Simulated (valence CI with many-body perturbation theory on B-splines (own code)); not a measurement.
The numbers below are computed, except where a source is named.
**A CI+MBPT run for Ar¹²⁺**

Method: relativistic CI+MBPT: four valence electrons over a frozen Dirac-Fock core [He], a basis of 11 s, 11 p, 10 d, 8 f, 5 g, 2 h functions for each j, with the one-electron correlation potential Σ1 (screened to all orders), the two-electron term Σ2, the three-electron term Σ3, Breit, model QED; selected single and double excitations, second order for the rest, scaled by the run's own slope (own B-spline code, finite nucleus).

Command, and the settings that its task file holds:

```sh
python run_cv.py task.json out
```

```
atom Ar  Z=18  mass_number=40  rms_radius_fm=3.4274
core [He]
valence 2s2 2p2
avg = 1
basis = M
breit = 1
cap = 32000
capref = 2000
cscale = 1
de = 0.0
dress = 0
eps = 2e-08
extrap = 1
h = 0.27
hh = 1
l2 = 3
lcore = 6
maxit = 60
n2 = 5
natural = 1
nlev = 150
nno = [5, 5, 5, 4, 2, 1]
nroot = 36
nsp = [6, 6, 5, 4, 3, 1]
pt2 = 1
qed = 1
rpa = 1
s1 = 1
s2 = 1
s3 = 1
screen = 1
tol = 2e-05
whole = 1
```

It took 2.9 min on 1 thread of Arm Neoverse V2 (shared host).

Log. The first blocks belong to the next ion, which gives the ionisation energy. Fields: 2J, parity (1 odd), roots, reference size, generating configurations, candidates as configurations/state functions, variational space P, stored matrix elements, Davidson steps; e2 is the range of second-order energies in hartree. The first line gives the box (bohr), its intervals, the orbitals and the steps of their self-consistent field. Window is the range of levels sought, series limit the energy at which the first omitted orbital would enter, core excitation an estimate of the first excitation out of the core, left out the lowest levels not solved, and shifts from estimates the range by which levels moved from their first estimate, all in cm⁻¹.

```
rmax 11.5 intervals 63 orbitals 83 references ['2s2 2p2', '2s 2p3', '2p4'] scf 5 t 0.6
2J=1 par=1 roots 2 ref 40 generators 2 cand 2160/3154 P 2192/3194 nnz 1.9e+06 it 5
2J=1 par=1 roots 2 ref 40 generators 9 cand 975/1441 P 3167/4635 nnz 3.1e+06 it 5
   second order: generators 26 cand 14903/22619 e2 -0.00005 -0.00002
2J=3 par=1 roots 2 ref 58 generators 4 cand 1560/3131 P 1599/3189 nnz 2e+06 it 4
2J=3 par=1 roots 2 ref 58 generators 11 cand 1251/2383 P 2850/5572 nnz 5.2e+06 it 5
   second order: generators 27 cand 18449/39994 e2 -0.00003 -0.00002
reference levels 1254, estimated 831, window 3935705 1/cm; series limit 5131172, core excitation 24523480
2J=0 par=0 roots 16 ref 55 generators 20 cand 1595/2491 P 4324/6395 nnz 2.7e+06 it 8
2J=0 par=0 roots 16 ref 55 generators 62 cand 13762/23576 P 18086/29971 nnz 3.6e+07 it 8
   second order: generators 148 cand 120570/229642 e2 -0.00016 -0.00002
2J=2 par=0 roots 30 ref 129 generators 24 cand 623/2043 P 2424/7210 nnz 4.8e+06 it 11
2J=2 par=0 roots 30 ref 129 generators 70 cand 6537/24788 P 8961/31998 nnz 5.5e+07 it 11
   second order: generators 197 cand 172857/785367 e2 -0.00240 -0.00046
2J=4 par=0 roots 33 ref 156 generators 25 cand 529/2054 P 2159/7213 nnz 5.4e+06 it 10
2J=4 par=0 roots 33 ref 156 generators 78 cand 5393/24787 P 7552/32000 nnz 6e+07 it 11
   second order: generators 193 cand 174527/1096658 e2 -0.00423 -0.00104
2J=4 par=1 roots 28 ref 153 generators 27 cand 585/2037 P 2213/7212 nnz 5.2e+06 it 8
2J=4 par=1 roots 28 ref 153 generators 61 cand 5485/24781 P 7698/31993 nnz 5.9e+07 it 10
   second order: generators 177 cand 172374/1062490 e2 -0.00596 -0.00056
2J=2 par=1 roots 29 ref 132 generators 30 cand 614/2055 P 2479/7217 nnz 4.6e+06 it 9
2J=2 par=1 roots 29 ref 132 generators 71 cand 6873/24781 P 9352/31998 nnz 5.5e+07 it 9
   second order: generators 202 cand 166364/764049 e2 -0.00352 -0.00041
2J=6 par=1 roots 14 ref 128 generators 17 cand 665/2006 P 2349/7140 nnz 5.3e+06 it 8
2J=6 par=1 roots 14 ref 128 generators 44 cand 5402/24852 P 7751/31992 nnz 6.1e+07 it 8
   second order: generators 127 cand 154814/1126306 e2 -0.00374 -0.00067
2J=0 par=1 roots 12 ref 51 generators 14 cand 1772/2830 P 4283/6458 nnz 2.7e+06 it 10
2J=0 par=1 roots 12 ref 51 generators 38 cand 13121/22318 P 17404/28776 nnz 3.4e+07 it 11
   second order: generators 124 cand 111210/212379 e2 -0.00009 -0.00001
2J=6 par=0 roots 21 ref 128 generators 17 cand 539/2057 P 2254/7220 nnz 5.6e+06 it 8
...
2J=8 par=0 roots 9 ref 86 generators 30 cand 5172/25409 P 7550/32633 nnz 6.4e+07 it 9
   second order: generators 101 cand 148553/1215114 e2 -0.00434 -0.00053
2J=10 par=0 roots 3 ref 47 generators 5 cand 1314/4043 P 2538/7349 nnz 4.8e+06 it 5
2J=10 par=0 roots 3 ref 47 generators 15 cand 6914/33736 P 9452/41085 nnz 1e+08 it 7
   second order: generators 46 cand 88971/734968 e2 -0.00027 -0.00010
2J=10 par=1 roots 1 ref 48 generators 3 cand 1118/4041 P 2317/7445 nnz 5.4e+06 it 5
2J=10 par=1 roots 1 ref 48 generators 11 cand 4348/20184 P 6665/27629 nnz 6.8e+07 it 6
   second order: generators 24 cand 68686/529931 e2 -0.00023 -0.00023
left out: unestimated 4784854, estimated 4173243, shifts from estimates -143 to 312
operators 0.2
```

The Davidson iterations converged.

No measured spectrum was set against this ion. As an estimate, levels of excited configurations hold to 0.05 to 0.15 % of their energy, terms of the ground configuration to about 0.5 %. Among the levels kept, up to 890 cm⁻¹ of a level comes from second order outside the variational space, and about a tenth of that is noise between levels of different J, which matters for small intervals.

```
Valence energy                            : -118.1559 hartree
Ionisation energy                         : 685.9 eV (NIST: 685.5 ± 0.3 eV (semi-empirical))
Reference configurations for the orbitals : 2s2 2p2, 2s 2p3, 2p4
Radial orbitals                           : 83
Box radius                                : 11.49 bohr
Largest variational space                 : 41085
Lowest levels                             : 2s2 2p2 3P_0 0, 2s2 2p2 3P_1 9851, 2s2 2p2 3P_2 21842, 2s2 2p2 1D_2 85210, 2s2 2p2 1S_0 162480, 2s 2p3 5S°_2 227260, 2s 2p3 3D°_2 422760, 2s 2p3 3D°_1 423310, 2s 2p3 3D°_3 424040, 2s 2p3 3P°_0 495660, 2s 2p3 3P°_1 496010, 2s 2p3 3P°_2 497220, 2s 2p3 1D°_2 626240, 2s 2p3 3S°_1 629010 cm⁻¹
```
